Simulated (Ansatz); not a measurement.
A run for Ansatz (a first-principles code): U-SVWN5/def2-TZVPPD on OH (SMILES [OH]). The basis file is the Basis Set Exchange's JSON of that set.

Ansatz 0.2 input:
```yaml
crystal:
  periodic: [false, false, false]
  atoms:
    - {symbol: O, position_ang: [0.00000000, 0.00000000, 0.48836012]}
    - {symbol: H, position_ang: [-0.00000000, -0.00000000, -0.48836012]}
basis:
  gaussian:
    orbitals: def2-TZVPPD.json
hamiltonian:
  xc: {name: SVWN5}
magnetization: {spin_polarized: true, initial_magnetization: 1}
```

Output:

```
WARN ansatz: RAYON_NUM_THREADS=1 ignored (pool sized by the plan → 1); use --threads N
Functional definition: SVWN5
integrals: 0.00 GiB planned
243 factors; their error is unknown
mean field: 0.09 GiB planned
mean field evaluation 1: about -2044.5753 eV, gradient 2.3e1 eV
mean field evaluation 2: about -2039.9127 eV, gradient 4.3e1 eV
mean field evaluation 4: about -2046.3701 eV, gradient 4.2e-1 eV
mean field evaluation 8: about -2046.3669 eV, gradient 1.5e-2 eV
mean field evaluation 16: about -2046.3719 eV, gradient 1.6e-1 eV
mean field -2046.36691046 eV, -75.2025968821 hartree, gradient 2.4e-5 eV, S^2 0.752268; 3 other end points of the search recorded, 0 dependent functions left out
reference -2046.36694864 eV, -75.2025982851 hartree; 5, 4 occupied and 52, 53 virtual orbitals, 243 factors
Total energy: -2046.36694864 eV, -75.2025982851 hartree
```

Self-consistency was reached.

Cost: roughly 0.26 core-seconds.
